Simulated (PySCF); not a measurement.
Spinor energies of La⁵³⁺ (lanthanum, charge +53)

Start: [He] 2s2. Calculated with PySCF 2.14 in an even-tempered Gaussian basis (17 s from 33 bohr⁻², ratio 2.4; 12 p from 43 bohr⁻², ratio 2.4; 5 d from 140 bohr⁻², ratio 2.6; 4 f from 200 bohr⁻², ratio 2.6): generalised Hartree-Fock with the X2C-1e Hamiltonian and a Gaussian nucleus; one run each with spin-orbit coupling (SO) switched off, then screened by Boettger's factors.

```json
{"spinor shell": "1s1/2", "electrons": "2", "ε, spin-free (eV)": "-44576.7", "ε, screened SO (eV)": "-44576.7", "weight of nominal j (screened SO)": "1.000", "rms radius, screened SO (bohr)": "0.0284"}
{"spinor shell": "2s1/2", "electrons": "2", "ε, spin-free (eV)": "-10800.1", "ε, screened SO (eV)": "-10800.1", "weight of nominal j (screened SO)": "1.000", "rms radius, screened SO (bohr)": "0.110"}
```

```tsv
quantity	spin-free	screened SO
E (hartree)	-4166.27827	-4166.27827
M_J	0	0
⟨J²⟩	0.000	0.000
⟨L²⟩	0.000	0.000
⟨S²⟩	0.000	0.000
```

Breit and QED terms are absent; they matter most for the inner s and p1/2 levels.

Densities and radii are taken from the X2C orbitals without a picture-change correction, which distorts them close to the nucleus.

Without spin-orbit coupling the j labels of p, d and f shells carry no meaning; the spin-free column gives the mean over the occupied spinors of each nl shell.
